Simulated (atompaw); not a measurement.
## Reading a pseudo-wave (lead)

Columns: radius, all-electron u(r) and pseudo u(r) of the 6p shell (level -3.70 eV) of lead in the configuration [Xe] 4f14 5d10 6s2 6p2; LDA (PW92), scalar-relativistic, PAW (atompaw) scheme, atompaw 4.2.0.5.

```
r (bohr)  all-electron  pseudo
   0.115       -0.1091  0.0033
   0.231        0.0724  0.0131
   0.346        0.1573  0.0290
   0.462        0.0171  0.0510
   0.577       -0.1485  0.0781
   0.692       -0.2443  0.1099
   0.808       -0.2585  0.1459
   0.923       -0.2111  0.1848
   1.038       -0.1275  0.2258
   1.154       -0.0266  0.2684
   1.269        0.0765  0.3111
   1.385        0.1752  0.3534
   1.500        0.2636  0.3940
   1.615        0.3406  0.4324
   1.731        0.4063  0.4680
   1.846        0.4600  0.4998
   1.962        0.5035  0.5277
   2.077        0.5372  0.5510
   2.192        0.5624  0.5697
   2.308        0.5805  0.5840
   2.423        0.5921  0.5935
   2.538        0.5982  0.5987
   2.654        0.5998  0.5999
   2.769        0.5975  0.5975
   2.885        0.5920  0.5920
   3.000        0.5838  0.5838
```

(1) How many radial nodes do the two functions have?

(2) Is the pseudo-wave norm-conserving?

Answers

(1) The all-electron 6p function has n − l − 1 = 4 (the table is too coarse to show those close to the nucleus); the pseudo-wave has 0, since the states of the same l below it are removed with the core.

(2) No, it belongs to a PAW set: the norm inside the radius is not constrained, and the difference is carried by the augmentation charge.
